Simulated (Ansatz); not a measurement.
Au9⁻, relaxed as a singlet with RKS PBE-D4/def2-SVPD in Ansatz, starting from packed atoms. Force threshold 0.02 eV/Å.

In the def2 sets Au takes a core potential; there is no spin–orbit coupling. The relaxation made no stability test and no search for a lower SCF solution. No other spin state of charge -1 was run. Another isomer (singlet) lies 0.69 eV lower at PBE0-D4/def2-SVP; other spin states weren't run for this one.

Start:

```csv
atom,x (Å),y (Å),z (Å)
Au1,-0.977,-1.245,2.451
Au2,-0.187,1.799,-1.278
Au3,1.374,0.392,2.500
Au4,-0.337,-2.882,-0.517
Au5,2.393,1.150,-1.452
Au6,-0.837,1.886,1.204
Au7,0.728,-0.364,0.137
Au8,-0.262,-0.644,-2.645
Au9,-1.895,-0.091,-0.400
```

```json
{"step": "1", "energy (eV)": "-33261.8261", "largest force component (eV/Å)": "1.491", "SCF passes": "62"}
{"step": "2", "energy (eV)": "-33262.3482", "largest force component (eV/Å)": "0.648", "SCF passes": "44"}
{"step": "3", "energy (eV)": "-33262.7469", "largest force component (eV/Å)": "0.893", "SCF passes": "72"}
{"step": "4", "energy (eV)": "-33263.2361", "largest force component (eV/Å)": "0.403", "SCF passes": "37"}
{"step": "5", "energy (eV)": "-33263.4285", "largest force component (eV/Å)": "0.446", "SCF passes": "31"}
{"step": "6", "energy (eV)": "-33263.5211", "largest force component (eV/Å)": "0.213", "SCF passes": "32"}
{"step": "7", "energy (eV)": "-33263.5982", "largest force component (eV/Å)": "0.150", "SCF passes": "32"}
{"step": "8", "energy (eV)": "-33263.6681", "largest force component (eV/Å)": "0.162", "SCF passes": "31"}
{"step": "9", "energy (eV)": "-33263.7314", "largest force component (eV/Å)": "0.175", "SCF passes": "30"}
{"step": "10", "energy (eV)": "-33263.7852", "largest force component (eV/Å)": "0.149", "SCF passes": "29"}
{"step": "11", "energy (eV)": "-33263.8034", "largest force component (eV/Å)": "0.098", "SCF passes": "29"}
{"step": "12", "energy (eV)": "-33263.8072", "largest force component (eV/Å)": "0.069", "SCF passes": "31"}
{"step": "13", "energy (eV)": "-33263.8128", "largest force component (eV/Å)": "0.027", "SCF passes": "24"}
{"step": "14", "energy (eV)": "-33263.8143", "largest force component (eV/Å)": "0.009", "SCF passes": "25"}
{"step": "15", "energy (eV)": "-33263.8150", "largest force component (eV/Å)": "0.033", "SCF passes": "24"}
{"step": "16", "energy (eV)": "-33263.8153", "largest force component (eV/Å)": "0.008", "SCF passes": "25"}
```

Force components are those of the run's own axes.

End:

Cartesian coordinates in Å:
```
Au -0.6522 -1.2707 1.7970
Au 0.0157 0.9477 -1.4820
Au 0.9753 0.6608 3.2212
Au -0.1679 -1.9763 -0.7870
Au 2.6860 1.1683 -1.3603
Au -0.7314 1.5839 1.2420
Au 1.6171 -0.2223 0.6690
Au -1.4687 -0.8737 -2.9712
Au -2.2740 -0.0177 -0.3286
```

Bonds lost: Au7–Au8, Au7–Au9 (atoms count from 1). Bonds formed: Au2–Au4 (atoms count from 1). Metal–metal contacts that move far: Au1–Au4 3.45 to 2.72 Å.

The force fell under the threshold at step 14, but the optimiser went on. No frequencies were taken in this run, so the end may be a saddle point.

It took 2 min on 4 threads of Intel Xeon 6975P-C on a shared host, peak host memory 0.9 GiB.
